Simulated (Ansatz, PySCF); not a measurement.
System: bromine monochloride, BrCl, charge 0, multiplicity 1. 
Geometry from a B3LYP-D3(BJ)/def2-TZVP (Ansatz, a quantum-chemistry and plane-wave program) optimisation:
```xyz
2

Cl     0.0000     0.0000    -1.4574
Br     0.0000     0.0000     0.7079
```
Charge 0, spin multiplicity 1.

Wanted: atomisation energy (electronic, to ground-state atoms), in eV. Cores are frozen in the correlated levels unless marked. Open shells are spin-unrestricted. No spin-orbit coupling. Frozen are the shells of the preceding noble gas and the d and f shells that filled before the atom's block. No relativistic terms. The coupled-cluster limit lacks core correlation, which all-electron functionals hold. CBS(X,Y): correlation extrapolated as X^-3; Hartree-Fock from the larger set.

```json
[
 {"level": "revPBE-D4/def2-TZVPD", "program": "Ansatz + dftd4", "atomisation energy (eV)": "2.55"},
 {"level": "revPBE/def2-TZVPD", "program": "Ansatz", "atomisation energy (eV)": "2.46"},
 {"level": "r2SCAN-D4/def2-TZVPD", "program": "Ansatz + dftd4", "atomisation energy (eV)": "2.46"},
 {"level": "M06-2X/def2-TZVPD", "program": "PySCF", "atomisation energy (eV)": "[?]"},
 {"level": "B2GP-PLYP-D3(BJ)/def2-TZVPD", "program": "Ansatz + dftd3", "atomisation energy (eV)": "2.27"},
 {"level": "CCSD/def2-QZVPP", "program": "Ansatz", "atomisation energy (eV)": "2.14"},
 {"level": "CCSDT/def2-SVP", "program": "Ansatz", "atomisation energy (eV)": "1.78"},
 {"level": "CCSD(T)/CBS(def2-TZVPPD,def2-QZVPPD)", "program": "Ansatz", "atomisation energy (eV)": "[?]"}
]
```

### Question
Complete the blanks.

### Answer

- M06-2X/def2-TZVPD, atomisation energy (eV): 2.31
- CCSD(T)/CBS(def2-TZVPPD,def2-QZVPPD), atomisation energy (eV): 2.41
